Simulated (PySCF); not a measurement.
# Ionisation energy of N⁴⁺ by level of theory

N⁴⁺ [He] 2s1 (2S) → N⁵⁺ 1s2 (1S), as a difference of total energies. Computed with PySCF 2.14 in an even-tempered Gaussian basis (16 s from 0.2 bohr⁻², ratio 2.5; 8 p from 0.37 bohr⁻², ratio 2.7; 5 d from 1.1 bohr⁻², ratio 2.7; 5 f from 1.7 bohr⁻², ratio 2.7), with no relativity, point nucleus. Correlated levels: nothing frozen; virtual orbitals above 40 to 60 times the deepest correlated orbital energy dropped. The calculations carry no spin-orbit coupling.

```tsv
method	ionisation energy (eV)	error (eV)
UHF	97.708	-0.182
LDA	97.630	-0.260
PBE	98.365	+0.475
PBE0	98.264	+0.374
r2SCAN	97.672	-0.218
M06	97.410	-0.480
revPBE	98.385	+0.495
MP2 (all electrons)	97.823	-0.067
SCS-MP2 (all electrons)	97.813	-0.077
```

Reference: 97.890 eV (measured; NIST Atomic Spectra Database, ionization energies).
